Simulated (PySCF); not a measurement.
# Sr⁺: excitation energy

Sr⁺ [Kr] 5s1 (2S) → Sr⁺ [Kr] 5p1 (2P), as a difference of total energies. All numbers are calculated (PySCF 2.14, the spin-free X2C one-electron Hamiltonian (Gaussian nucleus), in aug-cc-pwCVTZ-X2C (10s9p7d3f, 93 functions)). Correlated levels: valence and next inner shell: [Ar] 3d10 frozen. The calculations carry no spin-orbit coupling.

| method | excitation energy (cm⁻¹) |
| --- | --- |
| UHF | 22134 |
| MP2 (valence and next inner shell) | 24186 |
| SCS-MP2 (valence and next inner shell) | 23755 |
| CCSD (valence and next inner shell) | 23977 |
| CCSD(T) (valence and next inner shell) | 24119 |

Errors of the correlated levels include the incompleteness of this basis and the frozen core.

For comparison: 24249 cm⁻¹ (measured; NIST levels, between the centres of gravity of the two terms).
